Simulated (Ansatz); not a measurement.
Reaction (formal exchange of groups at the Se–Si bond): `CC[SiH2][SeH]` + `CNC` → `CNC[SeH]` + `CC[SiH3]`

Computed with Ansatz on PBE0-D4/def2-TZVP structures; ΔE is electronic, products minus reactants. CCSD(T)/CBS is the MP2 limit (def2-TZVPP, def2-QZVPP) plus CCSD(T) − MP2 in def2-TZVPP, frozen cores. Functionals use def2-TZVPP. B3LYP here is the variant with VWN-RPA as its local correlation; programs differ in this. For Se outer-core shells are correlated without core-valence functions, which leaves a few kJ/mol of doubt a bond. Scalar relativity is left out up to krypton. One conformer a species, not always the lowest.

```
             level  ΔE (kJ/mol)
          B3LYP-D4        108.1
              PBE0        112.1
             B3LYP        106.1
    MP2/def2-TZVPP        109.6
   CCSD/def2-TZVPP        106.9
SCS-MP2/def2-QZVPP        108.8
     MP2/CBS(def2)        115.4
    CCSD/CBS(def2)        112.7
```

Q: What does CCSD(T)/CBS give? (Estimate.)

A: Computed: +111.8 kJ/mol. The listed levels differ from it by -3.7, 0.3, -5.7, -2.2, -4.9, -3.0, 3.6, 0.9 kJ/mol.

Largest T1 diagnostic among the species: 0.010.

From PBE to PBE0 (25 % exact exchange), in def2-TZVPP and without D4, ΔE moves by +4.3 kJ/mol.
